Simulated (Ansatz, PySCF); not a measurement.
Torsion H4–O1–B2–Cl3 in BClH2O (SMILES OBCl); at each angle all else is relaxed with GFN2-xTB, and the levels are single points there.
Geometry at 0° (charge 0, multiplicity 1):
```xyz
5

O     -0.9751    -0.1621    -0.3672
B      0.1652     0.4857    -0.2145
Cl     1.0060     0.4944     1.3016
H     -1.3412    -0.6371     0.3831
H      0.6084     1.0627    -1.1293
```

On the grid 0° to 330°, 270° is the highest and 0° the lowest point at CCSD(T)/CBS(cc-pV(T+d)Z, cc-pV(Q+d)Z).

Frozen-core correlation. CBS: X⁻³ extrapolation of the correlation energy, Hartree–Fock from the larger set. Rows in 6-311+G** carry no dispersion term and start afresh at each structure.

The values were computed with Ansatz (a first-principles code) with Gaussian orbitals; PySCF for 6-311+G** rows, the dispersion terms. Values without a source in brackets are computed.

Problem. Give the energy at 270° less that at 0° at the level B3LYP/6-311+G**.

Solution. 55 kJ/mol
